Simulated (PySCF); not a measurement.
FH5OSi3.

```xyz
10

F     -2.4205    -0.5452     0.0000
Si    -1.0994     0.4402     0.0000
Si     0.7494    -0.0529     1.4074
O      1.7282    -0.1118     0.0000
Si     0.7494    -0.0529    -1.4074
H     -1.6017     1.8610     0.0000
H      1.2593     1.0049     2.3479
H      0.7254    -1.3754     2.1248
H      0.7254    -1.3754    -2.1248
H      1.2593     1.0049    -2.3479
```
Charge 0, spin multiplicity 1.

Coordinates come from a PBE-D3(BJ)/def2-SVP optimisation. This is a generated structure with no PubChem entry under its InChIKey; it may be hypothetical.

The numbers are results of PBE/pcSseg-1 (PySCF), not measurements. Non-relativistic, no solvent.

Computed absolute GIAO shielding of each atom: isotropic value and principal components (ppm):
```json
[
 {"atom": "F1", "σ(iso)": "386.2", "σ11": "317.6", "σ22": "407.4", "σ33": "433.7", "span": "116.1"},
 {"atom": "Si2", "σ(iso)": "273.0", "σ11": "180.7", "σ22": "285.2", "σ33": "352.9", "span": "172.2"},
 {"atom": "Si3", "σ(iso)": "313.5", "σ11": "195.5", "σ22": "294.3", "σ33": "450.6", "span": "255.1"},
 {"atom": "O4", "σ(iso)": "269.9", "σ11": "171.6", "σ22": "295.0", "σ33": "343.1", "span": "171.5"},
 {"atom": "Si5", "σ(iso)": "313.5", "σ11": "195.5", "σ22": "294.3", "σ33": "450.6", "span": "255.1"},
 {"atom": "H6", "σ(iso)": "24.2", "σ11": "21.4", "σ22": "23.1", "σ33": "27.9", "span": "6.4"},
 {"atom": "H7", "σ(iso)": "25.0", "σ11": "21.9", "σ22": "23.6", "σ33": "29.6", "span": "7.7"},
 {"atom": "H8", "σ(iso)": "24.9", "σ11": "22.0", "σ22": "23.5", "σ33": "29.2", "span": "7.2"},
 {"atom": "H9", "σ(iso)": "24.9", "σ11": "22.0", "σ22": "23.5", "σ33": "29.2", "span": "7.2"},
 {"atom": "H10", "σ(iso)": "25.0", "σ11": "21.9", "σ22": "23.6", "σ33": "29.6", "span": "7.7"}
]
```
